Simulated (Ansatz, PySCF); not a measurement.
Gas-phase reaction in SMILES: F[Si](F)(Br)Br -> F[Si](F)Br + Br atom (the Br-Si bond at the site shown breaks; other sites are not compared here)
Each molecule is optimised on its own at B3LYP-D3(BJ)/def2-TZVP (Ansatz, a quantum-chemistry and plane-wave program). Frequencies are from Ansatz or PySCF.
Geometry of the first species:
```xyz
5

F     -0.0035     1.6880    -1.1561
Si    -0.0108     0.6657     0.0470
F     -0.0485     1.5083     1.3815
Br     1.8284    -0.5169    -0.0042
Br    -1.8107    -0.5713    -0.0726
```

Property: bond dissociation energy (enthalpy at 298 K, with B3LYP-D3(BJ) rigid-rotor harmonic-oscillator terms), in kcal/mol. Correlated levels leave the core frozen unless marked. Open shells are spin-unrestricted. No spin-orbit coupling. Frozen are the shells of the preceding noble gas and the d and f shells that filled before the atom's block. No relativistic terms. CBS marks a two-point X^-3 extrapolation of the correlation energy; Hartree-Fock from the larger set. The bracket is a focal-point correction in the basis named.

```csv
level,program,bond dissociation energy (kcal/mol),minus last row
HF/def2-TZVPP,Ansatz,72.5,-28.1
PBE0-D4/def2-TZVPD,Ansatz + dftd4,97.5,-3.1
LC-wPBE-D4/def2-TZVPD,Ansatz + dftd4,96.6,-4.0
RPA@PBE/def2-TZVPP,Ansatz,87.0,-13.6
"MP2/CBS(def2-TZVPP,def2-QZVPP)",Ansatz,104.2,3.6
SCS-MP2/def2-SVP,Ansatz,92.4,-8.2
"CCSD/CBS(def2-TZVPP,def2-QZVPP)",Ansatz,98.1,-2.5
CCSD(T)/def2-SVP,Ansatz,91.3,-9.3
"RI-MP2/CBS(def2-TZVPP,def2-QZVPP)+[CCSD(T)-MP2]/def2-QZVPP",Ansatz,100.5,-0.1
"CCSD(T)/CBS(def2-TZVPP,def2-QZVPP)",Ansatz,100.6,0.0
```
